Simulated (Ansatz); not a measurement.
PbBr, SMILES [Br][Pb] (connectivity only; charge and spin as stated), neutral, multiplicity 2.

Coordinates come from a PBE-D3(BJ)/def2-TZVP optimisation. The multiplicity is an assumed one; other spin states were not compared. The def2 effective core potentials stand for the cores of Pb; spin–orbit coupling is left out.

Two levels are set side by side: PBE/def2-TZVPD (Ansatz, a program for electronic structure) and CAM-B3LYP/def2-TZVPD (Ansatz). Energy differences of separate SCF runs at the same geometry; the states with an electron removed or added have multiplicity 1 and 3. Differences are taken from unrounded values.

```
quantity                         CAM-B3LYP   PBE  PBE minus CAM-B3LYP
-------------------------------  ---------  ----  -------------------
vertical ionisation energy (eV)       7.04  6.75                -0.29
vertical electron affinity (eV)       1.43  1.34                -0.09
```
